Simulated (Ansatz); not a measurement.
Consider the substitution at a C–Ge bond: `F[CH](F)[GeH3]` + `CC(O)F` → `CC(F)OC(F)F` + GeH₄.

Computed with Ansatz on PBE0-D4/def2-TZVP structures; ΔE is electronic, products minus reactants. CCSD(T)/CBS adds triple-zeta CCSD(T) − MP2 to the extrapolated MP2 energy (def2 sets, frozen cores). For Ge outer-core shells are correlated without core-valence functions, which leaves a few kJ/mol of doubt a bond. Scalar relativity is left out up to krypton. Each species was taken in one conformer, which may not be the lowest.

| species | SCS-MP2/def2-TZVPP energy (Eh) |
| --- | --- |
| `F[CH](F)[GeH3]` | -2315.42497 |
| `CC(O)F` | -253.89042 |
| `CC(F)OC(F)F` | -491.36824 |
| GeH₄ | -2077.95497 |

(1) Work out ΔE.

Largest T1 diagnostic among the species: 0.012.

Results:

(1) ΔE = (-491.36824) + (-2077.95497) − (-2315.42497) − (-253.89042) = -0.00782 Eh = -0.21 eV. CCSD(T)/CBS gives -0.17 eV.

In def2-TZVPP, CCSD(T) changes the Hartree–Fock value by +0.13 eV (the triples alone add −0.00 eV) and MP2 by +0.17 eV. From PBE to PBE0 (25 % exact exchange), in def2-TZVPP and without D4, ΔE moves by −0.07 eV.
